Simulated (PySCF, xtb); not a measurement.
SnBr₂, SMILES [Sn]([Br])[Br] (connectivity only; charge and spin as stated), neutral, multiplicity 1.

Harmonic wavenumbers (cm⁻¹) from GFN2-xTB run with xtb at its own minimum, in rising order: 73, 230, 235.

Task: What does PBE0-D3(BJ)/def2-SVP in PySCF 2.14.0 give at its own minimum? (An estimate is asked for; the answer gives what the named calculation found.)

Result: 77, 244, 248. Paired by order, the mean absolute difference is 11 cm⁻¹ and the zero-point energies are 0.8 and 0.8 kcal/mol.
